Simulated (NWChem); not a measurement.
# SiH3I; SMILES [SiH3]I

Results from NWChem. Medium grid unless said otherwise, to which SCAN and Minnesota functionals are sensitive. Structure relaxed at the PBE0/def2-SVP level. def2 effective core potentials on I; no spin-orbit coupling.

Problem. Among these, which level gives the highest value of “dipole (D)”?
A) B3PW91/def2-SVP
B) B97-D/def2-SVP
C) RPBE/def2-SVP
D) r2SCAN0/def2-SVP

Solution. D, r2SCAN0/def2-SVP. Values: RPBE/def2-SVP 1.12; B97-D/def2-SVP 1.19; B3PW91/def2-SVP 1.29; r2SCAN0/def2-SVP 1.37
